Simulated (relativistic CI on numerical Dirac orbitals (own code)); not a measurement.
Sc²⁺ in a cubic cluster: 3s photoemission with charge transfer

Computed with a charge-transfer multiplet model of a cubic metal-ligand cluster with up to 2 ligand holes, Slater and spin-orbit integrals from Dirac-Coulomb-Breit ions, Slater integrals scaled by 0.8. The parameters are those of a tetrahedral site (10Dq negative, t2 hopping the larger). The ground state mixes d1 with configurations of k ligand holes L, whose averages lie at kΔ + k(k − 1)U_dd/2; a core hole lowers each added d electron by U_cd. 20 K, Lorentzian 1.4 eV and Gaussian 0.8 eV FWHM.

Atomic integrals in eV (Slater integrals scaled, ζ unscaled), ground: F2dd 4.710, F4dd 2.885, zeta_d 0.008; with the core hole: F2dd 4.710, F4dd 2.885, zeta_d 0.013, G2cd 7.380. Where a configuration has fewer than two d electrons, the dd integrals are those of d2.

Cluster parameters (eV): U_dd = 4.8, U_cd = 5.9, 10Dq = -0.4, 10Dq(ligand) = 0, V(eg) = 0.8, V(t2g) = -1.36, final-state hopping factor = 1.

```csv
Case,n_d,d1,d2L,d3L2,S
Δ = 5.5 eV,1.28,0.74,0.24,0.02,0.50
Δ = 6.5 eV,1.22,0.79,0.20,0.01,0.50
Δ = 7.5 eV,1.18,0.83,0.16,0.01,0.50
Δ = 8.5 eV,1.15,0.86,0.14,0.01,0.50
Δ = 10.5 eV,1.10,0.90,0.10,0.00,0.50
```

Weights, n_d and S are thermal averages at 20 K. Binding energies count from the first peak over 30 % of the highest in each spectrum, which can be another peak from case to case. The parameters are a model scan and need not match a compound or its usual spin state. Peaks in eV (height, largest 100):
- Δ = 5.5 eV: 0.0 (100), 2.8 (44), 6.3 (33), 9.7 (14)
- Δ = 6.5 eV: 0.0 (100), 2.8 (43), 6.3 (29), 9.5 (11)
- Δ = 7.5 eV: 0.0 (100), 2.8 (42), 6.3 (23), 9.4 (8)
- Δ = 8.5 eV: 0.0 (100), 2.9 (41), 6.5 (17), 9.5 (6)
- Δ = 10.5 eV: 0.0 (100), 2.9 (40)

For the case Δ = 7.5 eV, Δ = 7.5 eV is larger than U_dd = 4.8 eV, the Mott-Hubbard side of the Zaanen-Sawatzky-Allen scheme. With the core hole the configuration with one ligand hole lies at Δ − U_cd = -0.4, 0.6, 1.6, 2.6, 4.6 eV from the one without, in the order of the table; where this is negative the screened configuration lies lower, though the effective hopping of about 3.6 eV (from the holes of the mixed ground state) mixes the two strongly wherever it is as large as the gap.

Without intra-shell correlation the exchange splitting of the 3s hole comes out too large.
